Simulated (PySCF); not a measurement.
Antimony: a sound run and one with changed settings

Sound run: Sb⁺ [Kr] 4d10 5s2 5p2, Sb²⁺ [Kr] 4d10 5s2 5p1. Calculation: PySCF 2.14, in def2-SVP with the def2 core potential (28 electrons); scalar relativity through the core potential. The sound run starts from symmetry-adapted Hartree-Fock orbitals and uses a fine grid where one is needed.

Changed run: radial step 0.3 in ln r (0.13 in the sound run). This setting is unsound on purpose.

| species | method | sound run (hartree) | changed run (hartree) | converged |
| --- | --- | --- | --- | --- |
| Sb⁺ | UHF | -238.95749 | -238.95749 | yes |
| Sb⁺ | PBE | -239.87242 | -239.87212 | yes |
| Sb⁺ | PBE0 | -239.88574 | -239.88542 | yes |
| Sb²⁺ | UHF | -238.36966 | -238.36966 | yes |
| Sb²⁺ | PBE | -239.26641 | -239.26600 | yes |
| Sb²⁺ | PBE0 | -239.27773 | -239.27732 | yes |

Ionisation energy of Sb⁺:

```tsv
method	sound run (eV)	changed run (eV)
UHF	15.995	15.995
PBE	16.490	16.493
PBE0	16.545	16.547
```

A coarse radial grid mis-integrates the density and the exchange-correlation energy, with errors of either sign; Hartree-Fock needs no grid.

For comparison, NIST gives 16.626 ± 0.025 eV between the lowest levels.
